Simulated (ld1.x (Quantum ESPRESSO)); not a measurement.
## Pseudopotential generation for Er (Z = 68): PAW, PBE, scalar-relativistic.

Input for ld1.x (Quantum ESPRESSO) 7.5:

```
&input
   title='Er', zed=68., rel=1, dft='PBE', iswitch=3,
   config='[Xe] 4f11 5d0 6s0 6p0',
   nld=3, rlderiv=2.95, eminld=-8.0, emaxld=5.0, deld=0.04
 /
 &inputp
   pseudotype=3, lpaw=.true., tm=.true., lloc=-1, rcloc=1.95,
   nlcc=.true., rcore=0.85,
   which_augfun='PSQ', rmatch_augfun_nc=.true.,
   file_pseudopw='Er.UPF', file_wfcaegen='ae.wfc', file_wfcncgen='nc.wfc', file_beta='beta', file_chi='chi', file_wfcusgen='us.wfc'
 /
6
5S  1  0   2.00   0.00  1.55  1.85  0.0
6S  2  0   0.00   0.00  1.55  1.85  0.0
5P  2  1   6.00   0.00  2.30  2.70  0.0
6P  3  1   0.00   0.00  2.30  2.70  0.0
5D  3  2   0.00   0.00  1.80  2.30  0.0
5D  3  2   0.00  -1.25  1.80  2.30  0.0
 &test
   configts(1)='5s2 5p6 5d0 6s0 6p0'
 /
```

Command:

```bash
ld1.x < Er.in > Er.out
```

Resulting log (shortened: banner, matrices, multipoles, cross overlaps and the repeated all-electron block are left out):

```
Program LD1 v.7.5
     --------------------------- All-electron run ----------------------------

     Er
     scalar relativistic calculation

     atomic number is 68.00
     dft =PBE   lsd =0 sic =0 latt =0  beta=0.20 tr2=1.0E-14
     Exchange-correlation= PBE
                           (   1   4   3   4   0   0   0)
     mesh =1267 r(mesh) = 100.03222 a.u. xmin = -7.00 dx = 0.01250
     1 Ry =  13.60569312 eV, c = 137.03599908

     n l     nl                  e(Ry)          e(Ha)          e(eV)
     1 0     1S 1( 2.00)     -4219.5515     -2109.7758    -57409.9229
     2 0     2S 1( 2.00)      -710.9003      -355.4501     -9672.2907
     2 1     2P 1( 6.00)      -628.9820      -314.4910     -8557.7362
     3 0     3S 1( 2.00)      -161.2242       -80.6121     -2193.5676
     3 1     3P 1( 6.00)      -136.3107       -68.1553     -1854.6010
     4 0     4S 1( 2.00)       -33.7793       -16.8897      -459.5910
     4 1     4P 1( 6.00)       -25.5792       -12.7896      -348.0226
     3 2     3D 1(10.00)      -105.1474       -52.5737     -1430.6030
     5 0     5S 1( 2.00)        -6.0260        -3.0130       -81.9884
     5 1     5P 1( 6.00)        -4.0699        -2.0349       -55.3738
     4 2     4D 1(10.00)       -14.5983        -7.2991      -198.6198
     4 3     4F 1(11.00)        -2.6048        -1.3024       -35.4399
     5 2     5D 1( 0.00)        -1.8361        -0.9180       -24.9811
     6 0     6S 1( 0.00)        -1.7402        -0.8701       -23.6760
     6 1     6P 1( 0.00)        -1.3036        -0.6518       -17.7364

     final scf error:  7.6E-15 reached in  28 iterations

     Etot =  -26169.471292 Ry,  -13084.735646 Ha, -356053.795591 eV

     Ekin =   28376.632720 Ry,   14188.316360 Ha,  386083.756653 eV
     Encl =  -64073.840939 Ry,  -32036.920470 Ha, -871769.017030 eV
     Eh   =   10080.943986 Ry,    5040.471993 Ha,  137158.230267 eV
     Exc  =    -553.207059 Ry,    -276.603530 Ha,   -7526.765481 eV

     normalization and overlap integrals

     s(1S/1S) =  1.000000  <r> =   0.0204  <r2> =    0.0006  r(max) =   0.0128
     s(2S/2S) =  1.000000  <r> =   0.0865  <r2> =    0.0088  r(max) =   0.0728
     s(2P/2P) =  1.000000  <r> =   0.0767  <r2> =    0.0072  r(max) =   0.0596
     s(3S/3S) =  1.000000  <r> =   0.2253  <r2> =    0.0580  r(max) =   0.2081
     s(3P/3P) =  1.000000  <r> =   0.2245  <r2> =    0.0584  r(max) =   0.2030
     s(4S/4S) =  1.000000  <r> =   0.5077  <r2> =    0.2910  r(max) =   0.4750
     s(4P/4P) =  1.000000  <r> =   0.5384  <r2> =    0.3298  r(max) =   0.4931
     s(3D/3D) =  1.000000  <r> =   0.2038  <r2> =    0.0487  r(max) =   0.1662
     s(5S/5S) =  1.000000  <r> =   1.2286  <r2> =    1.6959  r(max) =   1.0975
     s(5P/5P) =  1.000000  <r> =   1.4326  <r2> =    2.3223  r(max) =   1.2592
     s(4D/4D) =  1.000000  <r> =   0.5821  <r2> =    0.3932  r(max) =   0.5120
     s(4F/4F) =  1.000000  <r> =   0.7665  <r2> =    0.7653  r(max) =   0.5056
     s(5D/5D) =  1.000000  <r> =   2.0824  <r2> =    5.0003  r(max) =   1.6998
     s(6S/6S) =  1.000000  <r> =   2.9549  <r2> =    9.7144  r(max) =   2.7333
     s(6P/6P) =  1.000000  <r> =   3.5138  <r2> =   13.7749  r(max) =   3.2560

     ------------------------ End of All-electron run ------------------------

     --------------------- Generating PAW atomic setup --------------------

      Generating local potential from pseudized AE potential:
      Matching radius rcloc =   1.9500

      Local pseudo, rcloc= 1.926 Estimated cut-off energy=     6.28 Ry

      Computing core charge for nlcc:

       r > 0.85 : true rho core
       r < 0.85 : rho core = a sin(br)/r    a=  43.06  b=   3.06

      Integrated core pseudo-charge :  17.78
      Wfc-us  5S rcutus= 1.832  Estimated cut-off energy=    16.14 Ry
      Wfc-us  6S rcutus= 1.832  Estimated cut-off energy=    32.14 Ry
      Wfc-us  5P rcutus= 2.733  Estimated cut-off energy=    11.90 Ry
      Wfc-us  6P rcutus= 2.733  Estimated cut-off energy=     9.32 Ry
      Wfc-us  5D rcutus= 2.294  Estimated cut-off energy=    21.86 Ry
      Wfc-us  5D rcutus= 2.294  Estimated cut-off energy=    24.15 Ry

     Required augmentation: PSQ   radius:    2.700000

     Q pseudized with Bessel functions
     Expected ecutrho=     159.7276 due to l1=  2   l2=  2

     Estimated PAW energy = -615.176194 Ryd

     ------------------- End of pseudopotential generation -------------------

     Computing logarithmic derivative in   2.96466
     Computing logarithmic derivative in   2.96466
     Computing the partial wave expansion
     R is outside the sphere for l=    0 j= 0.00
     R is outside the sphere for l=    0 j= 0.00
     R is outside the sphere for l=    1 j= 0.00
     R is outside the sphere for l=    1 j= 0.00
     R is outside the sphere for l=    2 j= 0.00
     R is outside the sphere for l=    2 j= 0.00

     ---------------------- Testing the pseudopotential ----------------------

     Er
     scalar relativistic calculation

     atomic number is 68.00   valence charge is 11.00
     dft = SLA  PW   PBX  PBC   lsd =0 sic =0 latt =0  beta=0.20 tr2=1.0E-14
     mesh =1267 r(mesh) = 100.03222 xmin = -7.00 dx = 0.01250

     n l     nl             e AE (Ry)        e PS (Ry)    De AE-PS (Ry)
     1 0     5S   1( 2.00)       -6.02604       -6.02603       -0.00000
     2 1     5P   1( 6.00)       -4.06990       -4.06990       -0.00000
     3 2     5D   1( 0.00)       -1.83607       -1.83607        0.00000
     2 0     6S   1( 0.00)       -1.74015       -1.74014       -0.00001
     3 1     6P   1( 0.00)       -1.30360       -1.30360       -0.00000

     eps = 5.7E-15  iter =  3

     Etot =  -26169.471292 Ry,  -13084.735646 Ha, -356053.795591 eV
     Etotps =  -615.176189 Ry,    -307.588094 Ha,   -8369.898444 eV

     Ekin =     156.060871 Ry,      78.030436 Ha,    2123.316325 eV
     Encl =    -259.746265 Ry,    -129.873132 Ha,   -3534.027969 eV
     Ehrt =      41.716270 Ry,      20.858135 Ha,     567.578767 eV
     Ecxc =    -553.207065 Ry,    -276.603533 Ha,   -7526.765567 eV
     (Ecc =     -42.824986 Ry,     -21.412493 Ha,    -582.663620 eV)

     ---------------------- End of pseudopotential test ----------------------
```

The ghost test of this file was not conclusive. Its overlap operator is not positive definite in a basis up to 400 Ry (lowest eigenvalue s -2.84), so the file is unfit for use: the generalised eigenproblem breaks down once the basis is large enough, and its test numbers describe a broken file.

Generation and configuration tests took about 1.2 s on one core of a shared server CPU.

Transferability test of the new file with ld1.x, input:

```
&input
   title='Er', zed=68., rel=1, dft='PBE', iswitch=2,
   config='[Xe] 4f11 5d0 6s0 6p0'
 /
 &test
   file_pseudo='Er.UPF', nconf=8,
   configts(1)='5s2 5p6 5d0 6s0 6p0',
   configts(2)='5s2 5p6 5d1 6s2 6p0',
   configts(3)='5s2 5p6 5d1 6s1 6p0',
   configts(4)='5s2 5p6 5d1 6s0 6p0',
   configts(5)='5s2 5p6 5d1 6s0 6p1',
   configts(6)='5s2 5p6 5d2 6s0 6p0',
   configts(7)='5s2 5p6 5d0 6s2 6p1',
   configts(8)='5s2 5p6 5d1 6s0 6p2'
 /
```

```bash
ld1.x < Er.test.in > Er.test.out
```

Pseudopotential blocks of its output, shortened (energy terms left out):

```
     ---------------------- Testing the pseudopotential ----------------------

     n l     nl             e AE (Ry)        e PS (Ry)    De AE-PS (Ry)
     1 0     5S   1( 2.00)       -6.02604       -6.02603       -0.00000
     2 1     5P   1( 6.00)       -4.06990       -4.06990       -0.00000
     3 2     5D   1( 0.00)       -1.83607       -1.83607        0.00000
     2 0     6S   1( 0.00)       -1.74015       -1.74014       -0.00001
     3 1     6P   1( 0.00)       -1.30360       -1.30360       -0.00000

     eps = 5.7E-15  iter =  3

     Etot =  -26169.471292 Ry,  -13084.735646 Ha, -356053.795591 eV
     Etotps =  -615.176189 Ry,    -307.588094 Ha,   -8369.898444 eV

     ---------------------- End of pseudopotential test ----------------------
```

The test run then stopped with an error in new_paw_hamiltonian: “negative rho”.
